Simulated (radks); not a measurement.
The numbers below are computed, except where a source is named.
The hafnium ion Hf+ inside a hard spherical wall (all orbitals vanish at R), configuration held at [Xe] 4f14 5d1 6s2 and not refilled when levels cross. Code: a radial shooting solver on a logarithmic mesh with Libxc functionals. Model: scalar-relativistic Kohn-Sham, PBE, spin-unpolarised, spherical densities, finite nucleus; Fermi nuclear charge, rms radius 5.347 fm. Eigenvalues in eV, with the zero of energy where the potential of the charges vanishes at infinity; a dash marks a level that is unbound or too diffuse for the functional's potential to be trusted. A positive occupied level is held by the wall or, in an anion where self-interaction has pushed it up, behind a barrier. The pressure on the wall is -dE/dV.

[
 {"R (bohr)": "free", "E (hartree)": "-15075.9222", "kinetic (hartree)": "16513.017", "e(5p)": "-44.721", "e(4f)": "-26.150", "e(6s)": "-11.849", "e(5d)": "-10.678", "e(6p, empty)": "-6.913", "e(7s, empty)": "-", "pressure (GPa)": "0"},
 {"R (bohr)": "15", "E (hartree)": "-15075.9222", "kinetic (hartree)": "16513.017", "e(5p)": "-44.721", "e(4f)": "-26.150", "e(6s)": "-11.849", "e(5d)": "-10.678", "e(6p, empty)": "-6.913", "e(7s, empty)": "-3.259", "pressure (GPa)": "< 0.0001"},
 {"R (bohr)": "12", "E (hartree)": "-15075.9222", "kinetic (hartree)": "16513.017", "e(5p)": "-44.721", "e(4f)": "-26.150", "e(6s)": "-11.849", "e(5d)": "-10.678", "e(6p, empty)": "-6.911", "e(7s, empty)": "-3.073", "pressure (GPa)": "< 0.0001"},
 {"R (bohr)": "10", "E (hartree)": "-15075.9221", "kinetic (hartree)": "16513.018", "e(5p)": "-44.715", "e(4f)": "-26.144", "e(6s)": "-11.845", "e(5d)": "-10.673", "e(6p, empty)": "-6.888", "e(7s, empty)": "-2.527", "pressure (GPa)": "0.00284"},
 {"R (bohr)": "8", "E (hartree)": "-15075.9205", "kinetic (hartree)": "16513.037", "e(5p)": "-44.635", "e(4f)": "-26.062", "e(6s)": "-11.777", "e(5d)": "-10.603", "e(6p, empty)": "-6.684", "e(7s, empty)": "-0.579", "pressure (GPa)": "0.0949"},
 {"R (bohr)": "2.5", "E (hartree)": "-15070.5270", "kinetic (hartree)": "16534.586", "e(5p)": "-22.025", "e(4f)": "-0.710", "e(6s)": "51.608", "e(5d)": "19.613", "e(6p, empty)": "77.292", "e(7s, empty)": "204.46", "pressure (GPa)": "3920"},
 {"R (bohr)": "2", "E (hartree)": "-15060.4351", "kinetic (hartree)": "16570.651", "e(5p)": "4.808", "e(4f)": "25.021", "e(6s)": "136.97", "e(5d)": "56.419", "e(6p, empty)": "175.24", "e(7s, empty)": "400.10", "pressure (GPa)": "20800"},
 {"R (bohr)": "1.5", "E (hartree)": "-15020.5919", "kinetic (hartree)": "16699.211", "e(5p)": "95.572", "e(4f)": "91.389", "e(6s)": "393.40", "e(5d)": "170.99", "e(6p, empty)": "453.48", "e(7s, empty)": "914.37", "pressure (GPa)": "164000"}
]
